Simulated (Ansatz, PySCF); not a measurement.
Dimer: CH3F (SMILES CF) (first 5 atoms) with C2H3F (SMILES C=CF); geometry from B3LYP-D3(BJ)/def2-TZVP, rigid monomers moved along the line of their centres of mass till F2···H9 is 3.26 Å.
(charge 0, multiplicity 1):
```xyz
11

C      0.36767     0.66828    -0.22414
F     -1.00917     0.55200    -0.02614
H      0.58069     1.67533    -0.58370
H      0.87130     0.48736     0.72435
H      0.67318    -0.07022    -0.96585
C     -1.23647    -0.45102     4.16840
C     -0.05238    -0.49697     4.74177
F      1.08800    -0.23751     4.05917
H     -1.35922    -0.20374     3.12279
H     -2.11182    -0.66759     4.76324
H      0.15403    -0.73485     5.77672
```

Monomers are frozen at their geometry in the pair; levels with a basis set take the counterpoise correction.

Cores are frozen in the correlated methods.

Run with Ansatz (an electronic-structure program) with Gaussian orbitals; PySCF for the dispersion terms. 

PBE/def2-TZVPPD gives -37.6 meV for the interaction energy.

Q: Predict the shift from PBE, with its sign, for: PBE-D3(BJ)/def2-TZVPPD, r2SCAN/def2-TZVPPD, B3LYP/def2-TZVPPD, wB97M-V/def2-TZVPPD, MP2/aug-cc-pVDZ, CCSD(T)/aug-cc-pVDZ.

A: PBE-D3(BJ)/def2-TZVPPD -14.1; r2SCAN/def2-TZVPPD 1.9; B3LYP/def2-TZVPPD 10.4; wB97M-V/def2-TZVPPD -10.4; MP2/aug-cc-pVDZ -8.7; CCSD(T)/aug-cc-pVDZ -10.1 meV. 2 of 6 lie above PBE; the widest gap is to PBE-D3(BJ)/def2-TZVPPD.
